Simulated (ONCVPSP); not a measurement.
molybdenum (Mo): ONCV pseudisation with PBE, scalar-relativistic reference atom.

- Element: molybdenum
- Generator: ONCVPSP 4.0.1
- Type: optimised norm-conserving Vanderbilt (ONCV)
- Functional: PBE
- Relativity: scalar-relativistic
- Frozen core: [Ar] 3d10
- Valence charge: 14
- Reference configuration: 4s2 4p6 4d5 5s0.5 5p0.5
- Partial waves: 4s+5s: rc 2.00 bohr, ncon 4, nbas 8, qcut 7.7 1/bohr, 2 projectors; 4p+5p: rc 2.05 bohr, ncon 4, nbas 9, qcut 5.8 1/bohr, 2 projectors; 4d: rc 2.40 bohr, ncon 5, nbas 10, qcut 7.7 1/bohr, 2 projectors, debl 2.2 Ha
- Local potential: polynomial inside 1.85 bohr (lpopt 2, dvloc0 1 Ha)
- Core correction: Teter function, fcfact 3.5, rcfact 1.65

Calculated quality:

- Cutoffs needed: 17 Ha and 20 Ha (the cutoffs (Ha) at which the residual kinetic energy of the hardest occupied pseudo-wave falls to 1 and 0.1 mHa per electron)
- Ghost test: ghosts flagged at negative energy: s at -52.3 eV; no localised positive-energy state flagged; a true bound ghost makes a file unfit for plane-wave use
- Configuration tests: 1 of 4 tests not solved or not reliable
- rms error of d²Exc/dni dnj: 2.01 mHa without and 2.24 mHa with the model core

Generation and tests took about 4.6 s on one core of a shared server CPU.
